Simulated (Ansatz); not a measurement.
```yaml
crystal:
  periodic: [false, false, false]
  atoms:
    - {symbol: B, position_ang: [-1.038417, -1.678295, 0.679910]}
    - {symbol: N, position_ang: [-0.158588, -0.639398, 0.411343]}
    - {symbol: C, position_ang: [0.728089, -0.197193, 1.492485]}
    - {symbol: C, position_ang: [0.028558, 0.659388, 2.532014]}
    - {symbol: C, position_ang: [0.001939, 0.053795, -0.884664]}
    - {symbol: C, position_ang: [1.362718, -0.303895, -1.487152]}
    - {symbol: C, position_ang: [-0.099544, 1.568486, -0.697183]}
    - {symbol: C, position_ang: [-1.078725, -0.369706, -1.868570]}
    - {symbol: H, position_ang: [-1.002865, -2.162277, 1.777136]}
    - {symbol: H, position_ang: [-1.807545, -2.092735, -0.130862]}
    - {symbol: H, position_ang: [1.145215, -1.082157, 1.977539]}
    - {symbol: H, position_ang: [1.575033, 0.348034, 1.072387]}
    - {symbol: H, position_ang: [0.727483, 0.946700, 3.322188]}
    - {symbol: H, position_ang: [-0.792171, 0.102889, 2.988957]}
    - {symbol: H, position_ang: [-0.383152, 1.569721, 2.093138]}
    - {symbol: H, position_ang: [2.192360, 0.005905, -0.848955]}
    - {symbol: H, position_ang: [1.488856, 0.191001, -2.452848]}
    - {symbol: H, position_ang: [1.434721, -1.382670, -1.640556]}
    - {symbol: H, position_ang: [-1.075037, 1.840911, -0.288623]}
    - {symbol: H, position_ang: [0.016788, 2.066037, -1.662310]}
    - {symbol: H, position_ang: [0.673898, 1.958584, -0.033448]}
    - {symbol: H, position_ang: [-0.947083, 0.191166, -2.796256]}
    - {symbol: H, position_ang: [-1.020688, -1.432914, -2.102883]}
    - {symbol: H, position_ang: [-2.076839, -0.161574, -1.479288]}
basis:
  gaussian: {orbitals: def2-TZVPPP}
total_charge: 1
magnetization: {spin_polarized: true, initial_magnetization: 1}
hamiltonian: {xc: {name: wB97M-V}, pseudopotentials: {relativity: none}}
scf: {lower_state_search: off}
output: {forces: true}
```

```sh
$ ansatz run in.yaml --threads 4 --pin off --events-out ev --progress --plain --max-ram 66560MiB --backend cpu
```

Task: How does Ansatz answer? (Best estimate.)

Result: Computed: The input was rejected before any iteration.
```
Error: <dir> can't be read: No such file or directory (os error 2)
```
